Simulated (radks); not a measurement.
Question: Valence configurations of Os3+ (all share [Xe]). Method: Dirac Kohn-Sham, LDA (Slater exchange, Perdew-Wang correlation), spin-unpolarised, spherical densities, point nucleus; open shells are shared between the two j in proportion to 2j + 1; computed with a radial shooting solver on a logarithmic mesh with Libxc functionals. Order these by energy: 4f14 5d5; 4f14 5d4 6p1; 4f13.5 5d5.5; 4f13 5d4.5 6s1 6p0.5; 4f13.5 5d5 6s0.5; 4f13.5 5d5 6p0.5; 4f13 5d5 6s1; 4f14 5d4.5 6s0.5; 4f12.5 5d5 6s1.5; 4f13 5d6.

Answer: From the lowest, in eV above it: 4f14 5d5 0.000; 4f14 5d4.5 6s0.5 2.372; 4f14 5d4 6p1 13.794; 4f13.5 5d5.5 24.990; 4f13.5 5d5 6s0.5 27.666; 4f13.5 5d5 6p0.5 32.014; 4f13 5d6 52.208; 4f13 5d5 6s1 58.472; 4f13 5d4.5 6s1 6p0.5 66.647; 4f12.5 5d5 6s1.5 92.534. NIST lists [Xe] 4f14 5d5 as the ground configuration; this level of theory agrees among the configurations tried. The energies are those of spherical spin-averaged densities, not of single terms.
